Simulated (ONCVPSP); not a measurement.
## Configuration tests for osmium (ONCV)

ONCVPSP 4.0.1 input, shortened (lines: element, Z, core and valence counts, functional; n l f; lmax; l rc ep ncon nbas qcut; lloc lpopt rc5 dvloc0; l nproj debl; icmod fcfact rcfact), PBE, fully relativistic:

```
  Os 76.00   10    4        4      upf
    1    0    2.00
    2    0    2.00
    2    1    6.00
    3    0    2.00
    3    1    6.00
    3    2   10.00
    4    0    2.00
    4    1    6.00
    4    2   10.00
    4    3   14.00
    5    0    2.00
    5    1    6.00
    5    2    6.00
    6    0    1.75
    3
    0    1.70    0.00    4    8    6.80
    1    1.15    0.00    3    7    6.60
    2    1.80    0.00    3    6    4.50
    3    1.45    0.08    5   10    8.10
    4    5    1.00    0.00
    0    2    0.30
    1    2    3.80
    2    1    2.70
    3    1    0.40
    1    0.40    0.00
```

Open shells are filled in proportion to 2j + 1.

Energies are relative to the spin-unpolarised reference configuration 5s2 5p6 5d6 6s1.75; without spin polarisation the order of configurations can differ from experiment.

```tsv
valence configuration	charge	ΔE all-electron (eV)	error AE − PS (meV)
5s2 5p6 5d6 6s1	+1	7.839	-0.8
5s2 5p6 5d6 6s0	+2	24.758	-8.2
5s2 5p6 5d4 6s0	+4	95.052	-29
```

Task: What are ΔE and the potential's error for 5s2 5p6 5d6 6s2?

Result: ΔE = -1.747 eV all-electron; the error (AE − PS) is -0.1 meV.

Note: no bound ghost flagged; GHOST(+) flagged for s at 19.1 eV, p3/2 at 288.8 eV, p1/2 at 378.4 eV.
